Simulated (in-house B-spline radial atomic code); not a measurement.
The numbers below are computed, except where a source is named.
**Softness against transferability: the 4s channel of As**

As, [Ar] 3d10 4s2 4p3, non-relativistic PBE, spherical and spin-unpolarised, from a B-spline radial code for spherical atoms (atomic units). The all-electron 4s level is ε = -0.516462 hartree, its outermost node lies just inside 0.76 bohr and its outer maximum at 1.64 bohr.

Troullier-Martins pseudo-orbitals are made for several radii. The cutoffs (hartree) are the plane-wave energies beyond which the orbital holds less than the named kinetic energy per electron. The phase error is the difference, pseudo minus all-electron, of arctan(R P'/P) at R = 2.59 bohr for all radii, half a hartree below and above the level.

```tsv
r_c (bohr)	V_l(0) (hartree)	cutoff for 10 mEh	for 1 mEh	for 0.1 mEh	phase error at ε − 0.5 (mrad)	at ε + 0.5 (mrad)
1.23	-6.06	19.7	43.8	105	-1.5	-3.5
1.42	1.68	6.48	19.2	39.8	-0.9	-1.7
1.64	3.05	6.48	18.2	31.4	-0.7	-1.4
1.85	1.89	6.06	16.4	28.9	-1.1	-2.2
2.06	0.85	5.25	13.7	19.5	-2.3	-4.4
2.29	0.12	4.38	10.8	15.5	-4.9	-9.0
```

Problem. Which radius needs the lowest cutoff for 0.1 mEh while both phase errors stay within 3.6 mrad?

Solution. The radii within that limit are 1.23, 1.42, 1.64, 1.85 bohr; of these r_c = 1.85 needs the least, 28.9 hartree, that is 57.8 Ry or 786 eV.

Problem. What does the larger radius buy, and what does it cost?

Solution. From r_c = 1.23 to 2.29 bohr the cutoff for 1 mEh goes from 43.8 to 10.8 hartree, a factor of 4.06, against 3.47 for a pure 1/r_c² scaling, end to end; step by step it is 43.8, 19.2, 18.2, 16.4, 13.7, 10.8, and for 0.1 mEh 105, 39.8, 31.4, 28.9, 19.5, 15.5; the number of plane waves goes as the cutoff to the power 3/2, here a factor of 8.2. The larger of the two phase errors is least at r_c = 1.64 bohr, 1.4 mrad; it is 3.5 at the smallest radius and 9.0 at the largest. These errors test the reference atom alone. The smallest radius lies well inside the outer maximum, where the nodeless form must bend sharply to keep the norm, so it is both harder and scatters less well than the next. Large radii also let the cores of neighbours overlap, which an atom doesn't show.
